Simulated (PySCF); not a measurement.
## Electric field gradients and quadrupole coupling constants

Species: C3H11FO2Si3.
Geometry (GFN2-xTB, Å), atoms numbered from 1 in this order:
```xyz
20
C3H11FO2Si3 angstrom
O      1.6679    0.5297    1.2713
C      2.4526   -0.2714    0.8274
O      2.2542   -1.1008   -0.1443
C      0.9755   -1.1023   -0.8081
Si    -0.3935    0.0818   -0.0710
Si     0.0294    2.3022   -0.6695
Si    -1.0460   -0.6838    2.0364
C     -1.8106   -0.4914   -1.2850
F     -1.4192   -0.2557   -2.5941
H      3.4735   -0.3862    1.2258
H      0.6471   -2.1449   -0.7932
H      1.1809   -0.8489   -1.8516
H     -0.8776    2.7841   -1.7161
H     -0.1527    3.1793    0.4888
H      1.3950    2.5122   -1.1691
H     -0.3073   -1.8838    2.4595
H     -2.4672   -1.0521    2.0922
H     -0.8204    0.3247    3.0687
H     -2.0530   -1.5558   -1.2316
H     -2.7338    0.0738   -1.1396
```

Field gradients from the PBE0/pcSseg-1 density (PySCF, non-relativistic), principal values in atomic units, ordered |Vxx| ≤ |Vyy| ≤ |Vzz|:

| atom | Vxx | Vyy | Vzz |
| --- | --- | --- | --- |
| O1 | 0.6727 | 0.6922 | -1.3649 |
| O3 | -0.6599 | -0.9328 | 1.5927 |

Problem. Find the asymmetry η = (Vxx − Vyy)/Vzz and the couplings χ = eQV/h (234.96 MHz × Q in barn × V in au), with Q(17O) = −0.0256 b.

Solution. 
| atom | environment | nucleus | η | χzz (MHz) | χxx (MHz) | χyy (MHz) |
| --- | --- | --- | --- | --- | --- | --- |
| O1 | ester carbonyl oxygen | 17O | 0.01 | 8.21 | -4.05 | -4.16 |
| O3 | ester single-bonded oxygen | 17O | 0.17 | -9.58 | 3.97 | 5.61 |

The gradient is axial or nearly so (η below 0.05) at O1. The tensor is traceless: Vxx + Vyy + Vzz = 0.

Problem. What is Vzz at O3 in SI units (1 au = 9.71736 × 10²¹ V/m²)?

Solution. 1.5927 au = 15.477 × 10²¹ V/m².

Were the hydrogens deuterons (Q(2H) = 0.00286 b), χzz would run from 108 kHz (H16 and H17) to 202 kHz (H20 and H19).

One conformer (not necessarily the lowest) at the GFN2-xTB geometry, without solvent, vibrations or thermal averaging. GFN2-xTB bond lengths can be off by several hundredths of an ångström, more for odd bonds, and the gradients follow them. With so small a basis the couplings can be 20 % off.
